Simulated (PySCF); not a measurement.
Heteronuclear NMR

Structure with atom numbers: `[CH3:1][O:2][Si@H:3]([CH:4]=[O:5])/[N:6]=[C:7](/[CH3:8])[C:9]#[N:10]`; H(Xn) means a hydrogen on atom n.

Computed data (PySCF 2.14): coordinates at the GFN2-xTB level, shielding tensors at PBE0/pcSseg-1 (GIAO). No solvent model, non-relativistic Hamiltonian, averaged over atoms made equivalent by symmetry, fast rotation or ring inversion, a single conformation.

Task: What are the $^{29}$Si shifts?

Result: 
| atoms | environment | σ (ppm) | δ (ppm) |
| --- | --- | --- | --- |
| Si3 | silicon bonded to C, N, O, H | 421.7 | -66.6 |

Shieldings were converted by a linear fit to measured shifts: $^{29}$Si: δ = 279.94 − 0.822σ (rms 8.9 ppm, 72 shifts, 25.8 ppm with the 6 outliers that the fit left out vs TMS, solution or neat liquid). A few per cent of atoms miss by over 2 rms, more outside the fitted compound classes.

On a 400 MHz spectrometer $^{29}$Si resonates near 79.5 MHz, so 1 ppm is 79.5 Hz.

Task: Where does $^{15}$N resonate?

Result: 
```
atoms       environment  σ (ppm)  δ (ppm)
   N6    imine nitrogen   -143.7    -15.7
  N10  nitrile nitrogen    -47.8   -104.0
```

Shieldings were converted by a linear fit to measured shifts: $^{15}$N: δ = -148.07 − 0.921σ (rms 6.3 ppm, 71 shifts vs CH3NO2, solution or neat liquid). A few per cent of atoms miss by over 2 rms, more outside the fitted compound classes.

On a 500 MHz spectrometer $^{15}$N resonates near 50.7 MHz, so 1 ppm is 50.7 Hz.

Task: Where does $^{17}$O resonate?

Result: 
```csv
atoms,environment,σ (ppm),δ (ppm)
O5,carbonyl oxygen,-603.6,816.5
O2,"oxygen bonded to C, Si",325.2,-29.6
```

Shieldings were converted by a linear fit to measured shifts: $^{17}$O (scatter 10.7 ppm rms, 12.2 ppm with the 3 outliers that the fit left out vs liquid water, solution or neat liquid). A few per cent of atoms miss by over 2 rms, more outside the fitted compound classes.

On a 400 MHz spectrometer $^{17}$O resonates near 54.2 MHz, so 1 ppm is 54.2 Hz.
